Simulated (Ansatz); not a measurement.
Reaction (cleavage of the Si–Si bond): `C=C([SiH3])[SiH2][SiH3]` + `C[SiH2]N` → `C[SiH2]N[SiH3]` + `C=C([SiH3])[SiH3]`

Program: Ansatz. Geometries: PBE0-D4/def2-TZVP. ΔE: electronic, gas phase. CBS: MP2 limit from def2 TZ/QZ plus the TZ coupled-cluster correction, frozen cores. DFT in def2-TZVPP. One conformer a species, not always the lowest.

| level | ΔE (kJ/mol) |
| --- | --- |
| B2PLYP | -57.1 |
| PBE | -33.8 |
| CCSD/def2-TZVPP | -57.2 |
| SCS-MP2/def2-QZVPP | -64.6 |

Task: What does CCSD(T)/CBS give? (Estimate.)

Result: Computed: -53.9 kJ/mol. The listed levels differ from it by -3.2, 20.1, -3.3, -10.7 kJ/mol.

Largest T1 diagnostic among the species: 0.013.

In def2-TZVPP, CCSD(T) changes the Hartree–Fock value by +18.1 kJ/mol (the triples alone add +2.5 kJ/mol) and MP2 by +11.8 kJ/mol. From PBE to PBE0 (25 % exact exchange), in def2-TZVPP and without D4, ΔE moves by −6.6 kJ/mol.
